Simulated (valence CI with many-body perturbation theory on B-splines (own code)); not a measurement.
# Zn XVI: what the settings do

Computed by configuration interaction combined with many-body perturbation theory (CI+MBPT): five valence electrons over a frozen Dirac-Fock core [Ne], radial functions for each j: 6 s, 6 p, 5 d, 3 f, 1 g, with the one-electron correlation potential Σ1, the two-electron term Σ2, the three-electron term Σ3, Breit, model QED; selected CI, second order for the rest, scaled by the run's own slope (own B-spline code, finite nucleus).

No measured levels were compared; by estimate levels of excited configurations hold to 0.05 to 0.15 % of their energy, terms of the ground configuration to about 0.5 %. Among the levels kept, up to 1100 cm⁻¹ of a level comes from second order outside the variational space, and about a tenth of that is noise between levels of different J, which matters for small intervals.

The reference run has the lowest level 3s²3p³ ⁴S°_3/2 and an ionisation energy of 534.577 eV. Its largest variational space holds 9999 state functions.

Names give the largest LS component (configuration and term), which can be under half, so a name can repeat, a term be missing and a line seem to break the LS rules; names also repeat where a configuration has a term twice. Letters in brackets count levels of one name in rising energy.

Changed runs:
A. scale of Σ2 1 → 0.5; orbitals per symmetry with explicit Σ2 and valence Breit (the others get mean screening factors) 5 → 2
B. core polarisation of operators on → off
C. correlating orbitals by l 3 3 3 2 1 → 6 2 2 3 0
D. scale of Σ1 1 → 3 (bad on purpose)

Excitation energies of the reference run in cm⁻¹, and shifts in cm⁻¹:

```csv
Level,Reference,A,B,C,D
3s²3p³ ²D°_3/2,50745,+189,0,+458,+64
3s²3p³ ²D°_5/2,62924,+167,0,+473,+186
3s²3p³ ²P°_1/2,98192,+280,0,+542,+202
3s²3p³ ²P°_3/2,117335,+208,0,+502,+433
3s3p⁴ ⁴P_5/2,360393,-139,0,+87,-1531
3s3p⁴ ⁴P_3/2,381344,-180,0,+72,-1364
3s3p⁴ ⁴P_1/2,389000,-167,0,+83,-1332
3s3p⁴ ²D_3/2,447248,+270,0,+325,-1360
3s3p⁴ ²D_5/2,453619,+227,0,+331,-1256
3s²3p²3d ²P_3/2,508973,+731,0,+177,-1310
3s3p⁴ ²S_1/2 [a],514718,+841,0,+380,-1285
3s²3p²3d ⁴F_3/2,543876,+551,0,+332,-1577
Ionisation energy (eV),534.577,+0.064,0,-0.043,+1.320
```

No effect on these energies: B.
